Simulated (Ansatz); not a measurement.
Be₃S₃⁻, relaxed as a doublet with UKS r2SCAN-D4/def2-SVPD in Ansatz, starting from the r2SCAN-D4/def2-SVP geometry of the neutral singlet. Force threshold 0.02 eV/Å.

The highest occupied level of the relaxed charge -1 doublet lies above zero (up to 0.36 eV). By energy differences its removal costs 1.23 eV (each at its own geometry, to the charge 0 singlet, at PBE0-D4/def2-TZVPD). The structure comes from a short search, and lower isomers may exist.

Start:

Cartesian coordinates in Å:
```
Be 0.742 -0.315 -1.168
Be 0.004 1.326 0.507
Be -0.746 -1.011 0.661
S 1.146 1.552 -1.015
S -0.007 -2.036 -0.779
S -1.140 0.484 1.794
```

Question: Estimate the energy that the relaxation releases and the steps that it takes.

Answer: 0.13 eV, in 6 steps; 37 s on 4 threads of Arm Neoverse V2 on a shared host. No frequencies were taken in this run, so the end may be a saddle point.

Question: Does the start keep its bonding and symmetry?

Answer: By distances, no bond broke or formed. The bond that changes most is Be1–S5, from 1.92 to 1.96 Å (atoms count from 1). Point group D3h at the start, D3h at the end, both within 0.05 Å.

Question: Predict the relaxed structure.

Answer: 
```
atom    x (Å)    y (Å)    z (Å)
 Be1   0.6656  -0.2828  -1.0475
 Be2   0.0039   1.1888   0.4549
 Be3  -0.6689  -0.9061   0.5929
  S4   1.1840   1.6031  -1.0488
  S5  -0.0070  -2.1033  -0.8048
  S6  -1.1777   0.5003   1.8533
```
Bond lengths (bridged metal pairs left out): 6 × Be–S 1.96 Å.
